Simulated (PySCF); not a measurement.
A TDDFT job was run through a driver script with this input:

```
{"job": {"kind": "uv", "xc": "CAM-B3LYP", "basis": "def2-SVPD", "ip": false, "nstates": 15}, "charge": 0, "multiplicity": 1}
Ti    -0.336133     0.486129    -1.330634
O      0.054071    -0.128275     0.215570
C      0.399689    -0.575277     1.485440
H      0.050633    -1.610664     1.621935
H     -0.071871     0.067433     2.245758
H      1.493819    -0.542313     1.607815
Cl     1.515987     0.831242    -2.421973
Cl    -1.408321     2.359313    -1.038673
Cl    -1.565134    -0.957009    -2.410887
```

Output:

```
coarse grid: 44176 points
cycle   1  E = -2344.5943833600  dE =  4.645e-01  |g| = 1.036e+00  |ddm| = 4.002e+00
cycle   2  E = -2338.1527840932  dE =  6.442e+00  |g| = 6.442e+00  |ddm| = 4.759e+00
cycle   3  E = -2344.7789098205  dE = -6.626e+00  |g| = 7.208e-01  |ddm| = 3.361e+00
cycle   4  E = -2344.8736301708  dE = -9.472e-02  |g| = 1.609e-01  |ddm| = 4.420e-01
cycle   5  E = -2344.8793902297  dE = -5.760e-03  |g| = 4.826e-02  |ddm| = 2.179e-01
cycle   6  E = -2344.8797441907  dE = -3.540e-04  |g| = 2.078e-02  |ddm| = 4.675e-02
cycle   7  E = -2344.8798553910  dE = -1.112e-04  |g| = 2.902e-03  |ddm| = 2.673e-02
cycle   8  E = -2344.8798581701  dE = -2.779e-06  |g| = 1.189e-03  |ddm| = 5.249e-03
final grid: 87024 points
cycle   9  E = -2344.8797042883  dE =  6.898e-07  |g| = 2.473e-03  |ddm| = 4.544e-03
cycle  10  E = -2344.8796980993  dE =  6.189e-06  |g| = 5.914e-03  |ddm| = 7.991e-03
cycle  11  E = -2344.8797055777  dE = -7.478e-06  |g| = 3.805e-04  |ddm| = 6.227e-03
cycle  12  E = -2344.8797056173  dE = -3.957e-08  |g| = 8.376e-05  |ddm| = 5.407e-04
cycle  13  E = -2344.8797056217  dE = -4.401e-09  |g| = 4.079e-05  |ddm| = 1.622e-04
cycle  14  E = -2344.8797056230  dE = -1.307e-09  |g| = 6.746e-06  |ddm| = 1.251e-04
cycle  15  E = -2344.8797056230  dE = -2.274e-11  |g| = 1.576e-06  |ddm| = 1.457e-05
converged SCF energy = -2344.8797056230

Static polarisability (au): isotropic 98.492, principal 96.467 97.013 101.996

Singlet excitations
state   eV       nm        f      main configurations
  1   4.6059    269.2   0.00000   H-2->L 0.51, H-1->L+1 0.24, H-1->L 0.15
  2   4.6521    266.5   0.00028   H-1->L+1 0.41, H->L 0.37, H-2->L 0.17
  3   4.6654    265.8   0.00008   H-2->L+1 0.36, H-1->L 0.32, H->L+1 0.27
  4   4.8258    256.9   0.00842   H-2->L+1 0.39, H-1->L 0.37, H-1->L+1 0.12
  5   4.8769    254.2   0.03135   H->L 0.52, H-2->L 0.18, H-1->L+1 0.14
  6   4.8899    253.6   0.03168   H->L+1 0.61, H-2->L+1 0.13, H-1->L 0.10
  7   5.4069    229.3   0.00044   H-2->L+2 0.26, H-4->L 0.18, H-2->L+3 0.18
  8   5.4105    229.2   0.00079   H-1->L+2 0.38, H-5->L+1 0.19, H-3->L+1 0.12
  9   5.4137    229.0   0.00097   H-5->L 0.17, H-3->L 0.17, H-1->L+3 0.13
 10   5.4544    227.3   0.00001   H->L+4 0.22, H->L+2 0.13, H->L+3 0.11
 11   5.4862    226.0   0.00000   H-1->L+3 0.30, H-2->L+2 0.18, H->L+2 0.17
 12   5.5188    224.7   0.00006   H-3->L+1 0.21, H-2->L+3 0.17, H->L+3 0.17
 13   5.5553    223.2   0.00289   H->L+2 0.52, H-3->L 0.21
 14   5.5628    222.9   0.00035   H-5->L 0.27, H-4->L+1 0.18, H-3->L+1 0.09
 15   5.5857    222.0   0.00245   H->L+3 0.45, H-3->L+1 0.16, H-4->L+1 0.10

Triplet excitations (Tamm-Dancoff, eV): 4.3821 4.3969 4.4981 4.5282
```

Theory: PySCF 2.14.0, density-fitted response routines, TDDFT CAM-B3LYP/def2-SVPD, vertical, gas phase, core orbitals frozen in the response. Isolated species at its PBE0-D3(BJ)/def2-SVP geometry, gas phase. The geometry optimisation had not met its thresholds, so the values belong to a structure short of the stationary point.

Question: What is the total energy of state 9 at this geometry?

Answer: -2344.87971 + 0.19895 = -2344.68076 hartree.

Question: What transition dipole goes with state 6?

Answer: |μ|² = 3f / (2ΔE) = 3 × 0.0317 / (2 × 0.1797) ≈ 0.264 au, so |μ| = 1.31 D.

Question: Which orbital energies lie behind H and L?

Answer: HOMO -10.45 eV and LUMO -2.09 eV, a gap of 8.37 eV; state 1 differs from that by -3.76 eV.

Question: What is the polarisability anisotropy, √(½[(α1 − α2)² + (α2 − α3)² + (α3 − α1)²])?

Answer: 5.28 au.

Question: How much of the mean polarisability do the listed states account for?

Answer: The sum over states Σ f/ΔE² (ΔE in hartree) gives 2.43 au, 2% of the total; the rest comes from higher roots of the same response equations.

Question: Which species is it?

Answer: Ti(OMe)Cl3 (`C[O][Ti]([Cl])([Cl])[Cl]`) (CH3Cl3OTi).

The SCF starts on a coarse grid; the energy jumps when the final grid takes over, and dE counts afresh there. H and L stand for HOMO and LUMO.
